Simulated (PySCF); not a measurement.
A structure optimised at PBE0-D3(BJ)/def2-TZVP, used in a PySCF frequency run:

```xyz
9

Be     0.0000     0.0000     0.0000
Si     0.0000     0.0000    -2.1917
H      1.2233     0.6467    -2.7525
H     -1.1717     0.7361    -2.7525
H     -0.0516    -1.3828    -2.7525
Si     0.0000     0.0000     2.1917
H      1.2233    -0.6467     2.7525
H     -1.1717    -0.7361     2.7525
H     -0.0516     1.3828     2.7525
```

Problem. Write its SMILES, formula and point group.

Solution. [SiH3][Be][SiH3], BeH₆Si₂, D3

Problem. What are its rotational constants (standard atomic weights)?

Solution. 43.641, 1.5723, 1.5723 GHz
